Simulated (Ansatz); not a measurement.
Gas-phase electronic energies from Ansatz, PBE0-D4/def2-TZVP geometries. CCSD(T)/CBS adds triple-zeta CCSD(T) − MP2 to the extrapolated MP2 energy (def2 sets, frozen cores). Functionals use def2-TZVPP. One conformer a species, not always the lowest.

Consider the isomerisation: `C[SiH2]BO[SiH3]` → `B[SiH2]OC[SiH3]`.

CCSD(T)/CBS gives +60.2 kcal/mol.

Task: Another level gave +59.6 kcal/mol. Which?
A. ωB97X-V/def2-TZVPP
B. r2SCAN/def2-TZVPP
C. PBE0-D4/def2-TZVPP
D. MP2/def2-TZVPP

Result: C. PBE0-D4 59.6, r2SCAN 60.5, ωB97X-V 58.4, MP2/def2-TZVPP 61.7 kcal/mol.

Largest T1 diagnostic among the species: 0.013.

In def2-TZVPP, CCSD(T) changes the Hartree–Fock value by +1.1 kcal/mol (the triples alone add +0.3 kcal/mol) and MP2 by +2.8 kcal/mol.
